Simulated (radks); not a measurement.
Values are calculated unless marked as measured or tabulated.
All-electron atom: Zr0.25- in [Kr] 4d3.25 5s1 (fractional occupations, a model configuration).

Code: a radial shooting solver on a logarithmic mesh with Libxc functionals. Model: scalar-relativistic Kohn-Sham, r2SCAN, spin-unpolarised, spherical densities, finite nucleus; meta-GGA in the generalised Kohn-Sham scheme; Fermi nuclear charge, rms radius 4.2694 fm.

Energy parts (eV):
| part | energy |
|---|---|
| total | -97933.570 |
| kinetic | 100698.062 |
| electron-nucleus | -235934.214 |
| Hartree | 40416.533 |
| exchange-correlation | -3113.952 |

Orbitals (lengths in bohr, moments of r in powers of bohr; r(90%) holds 90 % of the orbital's charge):
| orbital | occ. | eigenvalue (eV) | r(90%) | <r^2> |
|---|---|---|---|---|
| 1s | 2 | -17862.49 | 0.0664 | 0.001854 |
| 2s | 2 | -2483.265 | 0.251 | 0.03113 |
| 2p | 6 | -2211.642 | 0.231 | 0.02455 |
| 3s | 2 | -409.0547 | 0.676 | 0.2398 |
| 3p | 6 | -319.6247 | 0.698 | 0.2481 |
| 3d | 10 | -173.3450 | 0.727 | 0.2477 |
| 4s | 2 | -52.5009 | 1.79 | 1.694 |
| 4p | 6 | -29.9392 | 2.06 | 2.194 |
| 5s | 1 | -2.5791 | 6.18 | 19.34 |
| 4d | 3.25 | -0.7787 | 4.71 | 9.614 |

The highest occupied level is 4d at -0.779 eV. The electron density at the nucleus is 7.604e+04 e/bohr^3 (large components only). Summed over all electrons, <r^2> = 71.79 bohr^2, which gives a Langevin (diamagnetic) susceptibility term of -56.9 x 10^-6 cm^3/mol.
